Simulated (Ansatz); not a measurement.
The cluster Al₂Ga (the lowest doublet isomer of a short search). The state is a doublet with charge 0. Geometry B3LYP-D4/def2-TZVP, basis def2-TZVP, Ansatz.

```csv
atom,x (Å),y (Å),z (Å)
Al1,-0.3526,0.4485,-1.3583
Al2,-0.4804,0.7209,1.1912
Ga3,0.8330,-1.1694,0.1671
```

```tsv
run	HOMO (eV)	LUMO (eV)
A	-4.18	-3.67
B	-4.27	-3.95
C	-5.32	-2.19
D	-4.87	-3.02
E	-4.50	-3.38
F	-4.47	-3.54
```

HSE06 is defined as in plane-wave codes, on full-range PBE exchange. The order of the spin states hangs on the level: the quartet lies 0.06 eV below the doublet at BHLYP-D4/def2-TZVP, but 0.16 eV above it at PBE-D4/def2-TZVP. The structure comes from a short search, and lower isomers may exist.

HOMO and LUMO are taken over both spins.

Task: The runs used BHLYP, HSE06, LDA (SPW92), PBE, PBE0, r2SCAN. Estimate which is which.

Result: A PBE (0 % exact exchange); B LDA (SPW92) (0 % exact exchange); C BHLYP (50 % exact exchange); D PBE0 (25 % exact exchange); E HSE06 (range-separated); F r2SCAN (0 % exact exchange). Exact exchange lowers occupied and raises empty levels; among semilocal functionals meta-GGAs tend to open the gap a little, and such runs are hard to tell apart. The gap grows from 0.32 eV (LDA (SPW92)) to 3.13 eV (BHLYP). At BHLYP-D4/def2-TZVP, r2SCAN-D4/def2-TZVP the charge 0 doublet is spin-contaminated (final ⟨S²⟩ up to 1.05, 0.75 for a pure state).
